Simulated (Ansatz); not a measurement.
Geometry optimisation, Ansatz 0.2.0, RKS B3LYP-D4/def2-SVP.

Input file:

```yaml
crystal:
  periodic: [false, false, false]
  atoms:
    - { symbol: Sn, position_ang: [-1.423019, 0.269158, -0.481205] }
    - { symbol: H, position_ang: [-0.154811, 2.263873, 1.377729] }
    - { symbol: H, position_ang: [-2.120722, -0.862165, -1.589005] }
    - { symbol: H, position_ang: [-2.5496, 0.653115, 0.752008] }
    - { symbol: H, position_ang: [-0.87157, 1.643994, -1.345957] }
    - { symbol: H, position_ang: [0.169023, 1.638982, 1.384362] }
    - { symbol: "N", position_ang: [0.252877, -0.506323, 0.497246] }
    - { symbol: C, position_ang: [1.416738, -0.901042, -0.282518] }
    - { symbol: H, position_ang: [-0.006754, -1.226305, 1.170315] }
    - { symbol: H, position_ang: [1.704977, -0.089224, -0.967298] }
    - { symbol: H, position_ang: [1.301305, -1.816375, -0.897967] }
    - { symbol: H, position_ang: [2.281556, -1.067687, 0.38219] }
basis:
  gaussian: { orbitals: def2-SVP }
hamiltonian:
  xc: b3lyp
  dispersion: d4
relax:
  f_tol: 0.03
  max_steps: 50
```

Run as:

```bash
$ ansatz run input.yaml --threads 2 --pin off --max-ram 3072MiB --backend cpu --events-out ev --progress --plain --runs-dir out
```

Task: Where does it end, and by what steps?

Result: The run converged. The force dipped under the threshold on the way, but the program's further checks kept it going. After 20 steps the energy has fallen by 0.179 eV; H2 moved furthest, 1.56 Å.

```tsv
step	energy less start (eV)	largest force component (eV/Å)	accepted
0	0.0000	2.380	yes
1	-0.1192	0.078	yes
2	-0.1434	0.072	yes
3	-0.1474	0.358	yes
4	-0.1584	0.201	yes
5	-0.1631	0.141	yes
6	-0.1636	0.390	yes
7	-0.1684	0.123	yes
8	-0.1707	0.038	yes
9	-0.1730	0.099	yes
10	-0.1724	0.179	no
11	-0.1750	0.058	yes
12	-0.1757	0.078	yes
13	-0.1751	0.272	no
14	-0.1771	0.077	yes
15	-0.1777	0.096	yes
16	-0.1781	0.106	yes
17	-0.1784	0.081	yes
18	-0.1790	0.011	yes
19	-0.1792	0.018	yes
20	-0.1792	0.016	yes
```

```xyz
12
Properties=species:S:1:pos:R:3
Sn -1.640 0.020 -0.838
H 1.026 2.068 2.385
H -2.072 -1.422 -1.693
H -2.900 0.485 0.230
H -1.234 1.256 -1.959
H 0.740 1.587 1.861
N 0.033 -0.232 0.343
C 1.282 -0.678 -0.256
H -0.175 -0.746 1.198
H 1.537 -0.037 -1.117
H 1.289 -1.727 -0.619
H 2.113 -0.576 0.466
```

Run time: 60 s on 2 threads of Arm Neoverse V1, with other jobs on the host, peak memory 0.21 GiB.
